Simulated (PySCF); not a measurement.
# InF₃ + H₂O → InOF + 2 HF

Level: PBE0 in the def2-TZVP basis family, computed in PySCF with density fitting; scalar-relativistic core potentials for atoms from Rb on, none lighter, no spin–orbit coupling; open shells unrestricted.

| species | state and structure | ZPE (kJ/mol) | H(298 K) − H(0) (kJ/mol) | S° (J/(mol K)) |
| --- | --- | --- | --- | --- |
| InF₃ | singlet, D3h, In–F 1.919 Å (×3) | 13.6 | 16.4 | 309.3 |
| H₂O | singlet, C2v, O–H 0.960 Å (×2); H–O–H 105.1° | 56.5 | 9.9 | 188.7 |
| InOF | singlet, C∞v, In–F 1.902 Å, In–O 1.823 Å; F–In–O 180.0° | 10.4 | 12.6 | 265.2 |
| HF | singlet, C∞v, H–F 0.920 Å | 24.9 | 8.7 | 173.6 |

(1) Is the gas-phase reaction uphill or downhill in electronic energy at this level, and by how much?

(2) Add zero-point, thermal and entropy terms for 298.15 K and 1 bar.

Answers

(1) At PBE0/def2-TZVP, ΔE = 275.6 kJ/mol, uphill. 

(2) ΔZPE = -9.9 and Δ[H(298) − H(0)] = 3.7 kJ/mol give ΔH° = 269.4 kJ/mol. ΔS° = 114.4 J/(mol K), so ΔG° = 269.4 − 298.15 × (0.1144) = 235 kJ/mol. ΔG° would change sign near 2350 K if ΔH° and ΔS° stayed fixed.

The structures come from searches over a few start shapes, so lower isomers are not excluded.
